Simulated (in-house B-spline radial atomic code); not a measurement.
**The titanium ion Ti⁸⁺: [Ne] 3s2 3p2**

Method: Dirac-Kohn-Sham B3LYP, spherical fractional occupations, Fermi nucleus of rms radius 3.5921 fm. Calculated with an all-electron radial atomic-structure program (B-spline basis).

Effective charges: Z_r = [3n² - l(l+1)]/(2<r>) from the radius, Z_e = n√(-2ε) from the energy, and Slater's rules. Values are occupation-weighted means over j.

```json
{"shell": "1s", "electrons": "2", "ε (eV)": "-5076.1", "<r> (bohr)": "0.06957", "Z_r": "21.56", "Z_e": "19.32", "Slater": "21.70"}
{"shell": "2s", "electrons": "2", "ε (eV)": "-716.82", "<r> (bohr)": "0.3225", "Z_r": "18.61", "Z_e": "14.52", "Slater": "17.85"}
{"shell": "2p", "electrons": "6", "ε (eV)": "-623.03", "<r> (bohr)": "0.2874", "Z_r": "17.40", "Z_e": "13.53", "Slater": "17.85"}
{"shell": "3s", "electrons": "2", "ε (eV)": "-206.96", "<r> (bohr)": "0.8986", "Z_r": "15.02", "Z_e": "11.70", "Slater": "12.15"}
{"shell": "3p", "electrons": "2", "ε (eV)": "-178", "<r> (bohr)": "0.9191", "Z_r": "13.60", "Z_e": "10.85", "Slater": "12.15"}
```

The least bound orbital is 3p3/2 at -177.7 eV, and it is also the most diffuse (<r> = 0.9207 bohr).

Spin-orbit splittings of the orbital energies (j = l + 1/2 above j = l - 1/2 when positive): 2p 5.886 eV, 3p 0.9544 eV.

For the 1s electron the small component carries 0.621 % of the norm, the zero-frequency Breit interaction raises the level by 4.873 eV, self-energy by 2.322 eV, and vacuum polarisation lowers it by 0.1805 eV.

Caution: exact exchange at fractional occupations of open shells leaves self-interaction of up to several eV.
